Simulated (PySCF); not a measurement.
Si(H)(NHSiH3)2(Me) (CH12N2Si3), SMILES C[SiH](N[SiH3])N[SiH3]. Coordinates come from a r2SCAN-D4/def2-SVP optimisation. One conformer was computed; it need not be the lowest.

Computed equilibrium geometry at r2SCAN-D4/def2-SVP (PySCF confirms it by a frequency run) as Cartesian coordinates in Å (one conformer of several):
```xyz
18

Si    -0.3717    -0.4290     1.0245
C     -0.0635     1.1838     1.9213
N      0.9985    -0.7048    -0.0201
Si     2.4698     0.2172    -0.2004
N     -1.7742    -0.4112    -0.0093
Si    -1.7633     0.0596    -1.6884
H     -0.5819    -1.5239     2.0249
H     -0.9081     1.4128     2.5912
H      0.8487     1.1448     2.5403
H      0.0349     2.0231     1.2134
H      0.9773    -1.5742    -0.5516
H      3.3112     0.2311     1.0385
H      3.2590    -0.4117    -1.3002
H      2.1869     1.6421    -0.5512
H     -2.6607    -0.7341     0.3708
H     -3.1819     0.2616    -2.1128
H     -1.1574    -0.9650    -2.5984
H     -1.0057     1.3324    -1.8872
```
